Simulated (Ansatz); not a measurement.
The same path of C$_{2}$H$_{3}$BMg (7 atoms, charge 0, multiplicity 1) was run twice with different band settings. Lost on the way: Mg4–H7. Made: B3–H7.

Computed with Ansatz 0.2.0, RKS B3LYP-D4/def2-SVP.

Relaxed end points:

```xyz
7
Properties=species:S:1:pos:R:3
C -2.125 -0.404 0.029
C -0.952 -0.341 0.385
B 0.502 -0.227 0.743
Mg 1.928 0.693 -0.786
H -3.157 -0.468 -0.261
H 0.833 -0.637 1.835
H 2.972 1.383 -1.944
```

```xyz
7
Properties=species:S:1:pos:R:3
C -1.834 -0.332 -0.141
C -0.615 -0.313 -0.036
B 0.896 -0.359 0.097
Mg 1.465 2.278 0.000
H -2.904 -0.347 -0.230
H 1.407 -0.405 1.192
H 1.585 -0.523 -0.882
```

Common settings: movable images 7; spring 5.0 eV/Å²; start path through a guess of the saddle point; force threshold 0.03 eV/Å; iteration limit 60; end points relaxed.

| run | climbing image | optimiser |
| --- | --- | --- |
| 1 | yes | quadratic models (default) |
| 2 | from the first iteration | fire |

**Question.** What does each run give, and how far can it be trusted?

**Answer.** Run 1: converged after 53 iterations, highest image 0.788 eV above the first end. The profile has 3 maxima (images 1, 3, 7) with wells between them (images 2, 5): this band takes more than one step, which may be the mechanism or a detour left from its start path. Neighbouring images differ by up to 1.4 eV, so the band resolves the path poorly. A vibrational analysis at the climbing image gives one clearly imaginary mode, 708i cm⁻¹: a first-order saddle point.
Run 2: not converged after 60 iterations, highest image 1.049 eV above the first end. The band didn't meet its force threshold, so its energies are provisional: the largest band force was still 0.70 eV/Å, and over the last iterations the top stayed at 1.05 eV.
The orbitals stay closed-shell, which can raise the energy where a bond breaks towards radicals; this wasn't checked here.
